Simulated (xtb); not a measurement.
HIOSi, SMILES O[Si]I (connectivity only; charge and spin as stated), neutral, multiplicity 1. All values are semi-empirical tight-binding results from xtb (GFN2-xTB unless named), good for trends rather than for accurate numbers. Coordinates come from a GFN2-xTB optimisation. Other conformers were not sampled.

Computed properties:
The point group as xtb finds it is Cs, the orbital gap is 2.88 eV and the zero-point energy is 8.8 kcal/mol. The G − E(el) at 298.15 K (modified RRHO) comes out as -9.4 kcal/mol, the static polarisability (D4 model) is 70.7 bohr³ and the solvation energy, GFN2-xTB/ALPB(water) is -5.5 kcal/mol. The solvation energy, GFN2-xTB/ALPB(methanol) is -6.4 kcal/mol.
